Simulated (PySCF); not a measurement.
Interval between two levels of Cd by level of theory

Cd [Kr] 4d10 5s2 → Cd [Kr] 4d10 5s1 5d1 [3D3, M_J = 3], as a difference of total energies. All numbers are calculated (PySCF 2.14, the two-component X2C-1e Hamiltonian, in x2c-TZVPall-2c with one added diffuse shell each of s, p, d type (9s10p8d1f, 86 functions)). Correlated levels: [Ar] 3d10 frozen; the 6 highest virtual spinors dropped. "Screened" scales the spin-orbit matrix elements by Boettger's factors to mimic the two-electron term; Breit and QED terms are absent.

| method | interval between two levels (cm⁻¹) | error (cm⁻¹) |
| --- | --- | --- |
| GHF (spin-free) | 49269 | -10247 |
| GMP2 (spin-free) | 59067 | -449 |
| GHF (screened spin-orbit) | 49302 | -10214 |
| GMP2 (screened spin-orbit) | 59107 | -409 |

Reference: 59516 cm⁻¹ (measured; NIST Handbook of Basic Atomic Spectroscopic Data (Sansonetti and Martin, J. Phys. Chem. Ref. Data 34, 1559 (2005))).

The spin-free rows relax to the high-spin LS determinant and lack the spin-orbit shift.

Errors of the correlated levels include the incompleteness of this basis and the frozen core.

The labels give the starting determinants; with spin-orbit coupling the two ends relaxed to ⟨J²⟩ = 0.00, ⟨L²⟩ = 0.02, ⟨S²⟩ = 0.02 and ⟨J²⟩ = 12.00, ⟨L²⟩ = 6.02, ⟨S²⟩ = 2.02.
